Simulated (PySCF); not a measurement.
Coordinates in bohr (charge -1 multiplicity 1):
```
Sc   -0.6557    0.0000    0.0000
S     0.4679   -4.1201    0.0000
S     0.4679    4.1201    0.0000
```

Method: PBE0 in PySCF with Sc def2-TZVPD, S def2-TZVPD; no relativity; density-fitted integrals.

This geometry of ScS₂⁻ is a stationary point at this level.

Task: What is the point group?

Result: C2v.

Task: Is it a minimum?

Result: Yes: all harmonic wavenumbers are real.

Task: Give the atomic charges and bond orders.

Result: 
| atom | Mulliken | Löwdin | polar tensor | Mayer order to Sc1 |
| --- | --- | --- | --- | --- |
| Sc1 | 0.67 | -0.04 | 1.64 | – |
| S2,3 | -0.83 | -0.48 | -1.32 | 1.74 |

Task: Give the ideal-gas entropy at 298.15 K and 1 bar by parts.

Result: translation 167.4, rotation 99.7, vibration 24.2, spin 0.0; total 291.3 J/(mol K).

This need not be the most stable arrangement of these atoms. The lowest empty level of this anion is unbound, so it and the gap depend on the basis.
